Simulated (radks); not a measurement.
Trend from Zr to Cd: ionisation energy by Delta-SCF between NIST ground configurations, and size. Method: Dirac Kohn-Sham, BLYP, spin-unpolarised, spherical densities, finite nucleus; open shells fill j = l - 1/2 first; Fermi nuclear charge, rms radius of each element as measured or else 0.836 A^(1/3) + 0.57 fm; computed with a radial shooting solver on a logarithmic mesh with Libxc functionals.

species,configuration,configuration of the ion,IE (eV),NIST (eV),kind,-e(HOMO) (eV),outermost,<r> outermost (bohr)
Zr,[Kr] 4d2 5s2,[Kr] 4d2 5s1,7.046,6.634,exp.,3.467 (4d3/2),5s1/2,3.73
Nb,[Kr] 4d4 5s1,[Kr] 4d4,6.641,6.759,exp.,2.939 (4d3/2),5s1/2,3.74
Mo,[Kr] 4d5 5s1,[Kr] 4d5,6.914,7.092,exp.,3.490 (4d5/2),5s1/2,3.60
Tc,[Kr] 4d5 5s2,[Kr] 4d5 5s1,8.105,7.119,exp.,4.940 (5s1/2),5s1/2,3.31
Ru,[Kr] 4d7 5s1,[Kr] 4d7,7.354,7.361,exp.,4.232 (5s1/2),5s1/2,3.39
Rh,[Kr] 4d8 5s1,[Kr] 4d8,7.541,7.459,exp.,4.313 (5s1/2),5s1/2,3.31
Pd,[Kr] 4d10,[Kr] 4d9,8.890,8.337,exp.,3.859 (4d5/2),4d5/2,1.61
Ag,[Kr] 4d10 5s1,[Kr] 4d10,7.873,7.576,exp.,4.454 (5s1/2),5s1/2,3.16
Cd,[Kr] 4d10 5s2,[Kr] 4d10 5s1,9.319,8.994,exp.,5.650 (5s1/2),5s1/2,2.90

Reference values: NIST Atomic Spectra Database (exp. = measured, semi-emp. = semi-empirical, theory = theoretical value adopted there). Spin polarisation and multiplet splitting are left out, so open shells lie too high by an amount that depends on their filling.

Beside tabulated values, note that spin-unpolarised runs miss the spin-polarisation part of the exchange energy of open shells.
